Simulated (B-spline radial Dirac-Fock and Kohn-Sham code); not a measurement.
X-ray form factors of gadolinium in several charge states

Model: configuration-average Dirac-Fock orbitals. Program: a radial finite-basis atomic code.

Configurations: Gd²⁴⁺ [Kr] 4d4; Gd²⁷⁺ [Kr] 4d1; Gd²⁸⁺ [Ar] 3d10 4s2 4p6; Gd²⁹⁺ [Ar] 3d10 4s2 4p5; Gd³²⁺ [Ar] 3d10 4s2 4p2; Gd³³⁺ [Ar] 3d10 4s2 4p1. The first column is f₀ of Gd²⁴⁺, the others are differences from it.

```csv
s (Å⁻¹),Gd²⁴⁺,Δ Gd²⁷⁺,Δ Gd²⁸⁺,Δ Gd²⁹⁺,Δ Gd³²⁺,Δ Gd³³⁺
0,40.000,-3.000,-4.000,-5.000,-8.000,-9.000
0.1,39.630,-2.916,-3.889,-4.865,-7.795,-8.773
0.2,38.555,-2.674,-3.573,-4.478,-7.208,-8.122
0.3,36.880,-2.310,-3.095,-3.891,-6.311,-7.126
0.4,34.757,-1.869,-2.515,-3.178,-5.211,-5.904
0.5,32.362,-1.405,-1.902,-2.419,-4.031,-4.587
0.7,27.425,-0.586,-0.812,-1.056,-1.859,-2.149
0.9,23.088,-0.078,-0.124,-0.178,-0.394,-0.483
1.1,19.736,+0.112,+0.142,+0.177,+0.257,+0.276
1.4,16.246,+0.061,+0.085,+0.122,+0.238,+0.280
```

Values without a named source are computed, but for edge energies of neutral atoms, which are taken from tables.
